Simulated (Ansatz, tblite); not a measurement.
Removing an electron: Cu(PH3)H (CuPH4). The state is a singlet with charge 0. Geometry: PBE0-D4/def2-TZVP. Ansatz, gas phase; energy differences of separate SCF runs; the oxidised species was run as a doublet alone.

```xyz
6

Cu   -0.6868   -0.0255   -1.4165
P     0.2806    0.0117    0.5797
H     1.6886   -0.0086    0.6736
H     0.0170   -1.0236    1.5019
H     0.0511    1.0993    1.4493
H    -1.3504   -0.0534   -2.7879
```

The xTB rows come from tblite. Correlated methods freeze 14 core orbitals. In CCSD on the charge 1 doublet the largest single amplitude is 0.44, so its Hartree–Fock determinant may place the open shell otherwise than the density functionals do.

**Question.** Estimate orbital energies and vertical ionisation energies at: GFN1-xTB; GFN2-xTB; PBE-D4/def2-TZVP; r2SCAN-D4/def2-TZVP; PBE0-D4/def2-TZVP; CCSD/def2-TZVPP; CCSD(T)/def2-TZVPP.

**Answer.** 
| level | −HOMO (eV) | vertical IE (eV) | −LUMO (eV) | HOMO–LUMO gap (eV) | remarks |
| --- | --- | --- | --- | --- | --- |
| GFN1-xTB | 10.63 | 13.68 | 6.85 | 3.78 | – |
| GFN2-xTB | 8.49 | 13.26 | 6.33 | 2.16 | – |
| PBE-D4/def2-TZVP | 5.15 | 8.57 | 1.50 | 3.65 | – |
| r2SCAN-D4/def2-TZVP | 5.22 | 8.45 | 1.28 | 3.94 | – |
| PBE0-D4/def2-TZVP | 6.17 | 8.37 | 0.63 | 5.54 | – |
| CCSD/def2-TZVPP | – | 8.18 | – | – | large T1 (0.112) (+1 doublet) |
| CCSD(T)/def2-TZVPP | – | 8.56 | – | – | large T1 (0.112) (+1 doublet) |

Run but left out: HF/def2-TZVPP, MP2/def2-TZVPP (charge +1 doublet: a determinant that CCSD turns far, T1 0.112).  Raw xTB energy differences between charge states are shifted by several eV; the methods need an empirical correction for them.
